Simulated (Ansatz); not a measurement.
Relaxation of Sn(NH2)2 (SnN2H4) with RKS PBE0-D4/def2-TZVP.

```sh
$ ansatz run in.yaml --threads 4 --pin off --events-out ev --progress --plain --max-ram 3916MiB
```

```yaml
crystal:
  periodic: [false, false, false]
  atoms:
    - {symbol: Sn, position_ang: [0.006530, 0.647270, -1.264570]}
    - {symbol: N, position_ang: [1.498510, -0.012540, -0.035880]}
    - {symbol: H, position_ang: [2.488560, 0.042320, -0.220400]}
    - {symbol: H, position_ang: [1.377620, -0.461000, 0.860060]}
    - {symbol: N, position_ang: [-1.497420, 0.042250, -0.022460]}
    - {symbol: H, position_ang: [-2.486630, 0.156170, -0.187430]}
    - {symbol: H, position_ang: [-1.387170, -0.414470, 0.870670]}
basis:
  gaussian: {orbitals: def2-TZVP}
hamiltonian: {xc: pbe0, dispersion: d4}
scf: {lower_state_search: "off"}
output: {orbitals: {seedname: orbitals}}
relax: {f_tol: 0.02, max_steps: 100}
```

Hardware: 4 threads of Arm Neoverse V2 on a shared host. Wall time 7 s.

Positions (Å) and forces (eV/Å) at steps 1, 2, 3, 4, 5 of 5:

```xyz
7
step=1 energy=-8875.5570 eV
Sn    0.007    0.647   -1.265   -0.001   -0.244    0.465
N     1.499   -0.013   -0.036   -0.076   -0.013    0.024
H     2.489    0.042   -0.220   -0.074    0.144   -0.268
H     1.378   -0.461    0.860   -0.239   -0.003    0.013
N    -1.497    0.042   -0.022    0.037   -0.006    0.023
H    -2.487    0.156   -0.187    0.108    0.136   -0.269
H    -1.387   -0.414    0.871    0.245   -0.014    0.012
7
step=2 energy=-8875.5821 eV
Sn    0.006    0.632   -1.260    0.002    0.014   -0.008
N     1.466   -0.023   -0.034    0.277   -0.072    0.146
H     2.452    0.078   -0.223   -0.106    0.035   -0.099
H     1.338   -0.483    0.856   -0.105    0.030   -0.043
N    -1.466    0.032   -0.020   -0.265   -0.064    0.166
H    -2.449    0.171   -0.200    0.086    0.037   -0.108
H    -1.347   -0.406    0.882    0.112    0.020   -0.054
7
step=3 energy=-8875.5828 eV
Sn    0.007    0.653   -1.228   -0.002    0.038   -0.137
N     1.477    0.002   -0.016    0.375   -0.075    0.051
H     2.458    0.026   -0.271   -0.283    0.045    0.053
H     1.353   -0.460    0.873   -0.023    0.008   -0.036
N    -1.476    0.058   -0.002   -0.293   -0.085    0.127
H    -2.457    0.137   -0.238    0.193    0.040    0.011
H    -1.363   -0.415    0.883    0.033    0.029   -0.069
7
step=4 energy=-8875.5838 eV
Sn    0.007    0.645   -1.249   -0.008   -0.047    0.090
N     1.473    0.011   -0.008    0.059    0.053   -0.175
H     2.451    0.030   -0.260   -0.128   -0.004    0.087
H     1.319   -0.468    0.865    0.061   -0.029    0.044
N    -1.471    0.060    0.002    0.036    0.039   -0.120
H    -2.449    0.144   -0.227    0.041   -0.007    0.057
H    -1.329   -0.421    0.877   -0.061   -0.005    0.015
7
step=5 energy=-8875.5875 eV
Sn    0.006    0.632   -1.241    0.000   -0.004    0.007
N     1.479   -0.017   -0.022    0.006   -0.002   -0.006
H     2.455    0.066   -0.256    0.003    0.003    0.002
H     1.354   -0.473    0.869    0.000    0.000   -0.001
N    -1.479    0.041   -0.007   -0.001    0.001   -0.007
H    -2.453    0.170   -0.227   -0.007    0.002    0.002
H    -1.363   -0.418    0.884   -0.001    0.000    0.002
```

In the def2 sets Sn takes a core potential; there is no spin–orbit coupling.
